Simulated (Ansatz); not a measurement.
Geometry optimisation, UHF/def2-SVP (Ansatz).

input.yaml

```yaml
crystal:
  periodic: [false, false, false]
  atoms:
    - { symbol: W, position_ang: [0.0, 0.0, -0.598707] }
    - { symbol: H, position_ang: [0.0, 0.0, 2.328399] }
    - { symbol: H, position_ang: [1.479737, -3.3e-05, 0.212064] }
    - { symbol: H, position_ang: [-3.3e-05, 1.479737, 0.212064] }
    - { symbol: H, position_ang: [-1.479737, 3.3e-05, 0.212064] }
    - { symbol: H, position_ang: [3.3e-05, -1.479737, 0.212064] }
    - { symbol: H, position_ang: [0.0, 0.0, -2.335493] }
    - { symbol: Cl, position_ang: [0.0, 0.0, 3.647545] }
magnetization:
  spin_polarized: true
  initial_magnetization: 1
basis:
  gaussian: { orbitals: def2-SVP }
hamiltonian:
  xc: hf
relax:
  f_tol: 0.03
  max_steps: 50
```

Command:

```bash
$ ansatz run input.yaml --threads 1 --pin off --max-ram 2048MiB --backend cpu --events-out ev --progress --plain --runs-dir out
```

**Question.** Where does it end, and by what steps?

**Answer.** The run converged. The force dipped under the threshold on the way, but the program's further checks kept it going. After 8 steps the energy has fallen by 0.111 eV; H2 moved furthest, 1.05 Å.

| step | energy less start (eV) | largest force component (eV/Å) | accepted |
| --- | --- | --- | --- |
| 0 | 0.0000 | 1.744 | yes |
| 1 | -0.0728 | 0.570 | yes |
| 2 | -0.0979 | 0.084 | yes |
| 3 | -0.1049 | 0.096 | yes |
| 4 | -0.1064 | 0.066 | yes |
| 5 | -0.1100 | 0.032 | yes |
| 6 | -0.1110 | 0.003 | yes |
| 7 | -0.1113 | 0.003 | yes |
| 8 | -0.1113 | 0.006 | yes |

```xyz
8
Properties=species:S:1:pos:R:3
W 0.000 0.000 -0.939
H 0.000 0.000 3.383
H 1.484 0.000 -0.133
H 0.000 1.484 -0.133
H -1.484 0.000 -0.133
H 0.000 -1.484 -0.133
H 0.000 0.000 -2.678
Cl 0.000 0.000 4.655
```

Whether the end is a true minimum wasn't checked by a vibrational analysis.

The run took 15 s on 1 thread of Arm Neoverse V2, on a shared host, peak memory 0.19 GiB.
